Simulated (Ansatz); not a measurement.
Reaction (cleavage of the In–Ge bond): `[F][GeH2][InH2]` + silanol → `[SiH3][O][InH2]` + `[F][GeH3]`

Gas-phase electronic energies from Ansatz, PBE0-D4/def2-TZVP geometries. CCSD(T)/CBS adds triple-zeta CCSD(T) − MP2 to the extrapolated MP2 energy (def2 sets, frozen cores). DFT in def2-TZVPP. B3LYP here is the variant with VWN-RPA as its local correlation; programs differ in this. Elements past krypton have def2 core potentials. For Ge, In outer-core shells are correlated without core-valence functions, which leaves a few kJ/mol of doubt a bond. Scalar relativity is left out up to krypton.

(1) Is it downhill or uphill in electronic energy at CCSD(T)/CBS, and by how much? (Estimate.)

(2) What do these levels give: BLYP-D4, PBE0-D4, B3LYP-D4, BLYP, SCS-MP2/def2-TZVPP, SCS-MP2/def2-QZVPP? (An estimate is asked.)

Largest T1 diagnostic among the species: 0.015.

Results:

(1) Ansatz gave: Downhill: ΔE = -0.21 eV.

(2) The calculation gave: BLYP-D4 -0.14, PBE0-D4 -0.04, B3LYP-D4 -0.13, BLYP -0.11, SCS-MP2/def2-TZVPP -0.27, SCS-MP2/def2-QZVPP -0.28 eV.

Leaving LDA and LC-ωPBE aside and taking each functional with its dispersion term where it has one, the values, not all of them listed here, spread over 0.24 eV, from B97M-V to HSE06-D4. From r2SCAN to r2SCAN0 (25 % exact exchange), in def2-TZVPP and without D4, ΔE moves by +0.04 eV. At CCSD(T), def2-SVP lies −0.09 eV from the extrapolated value and def2-TZVPP −0.01 eV.
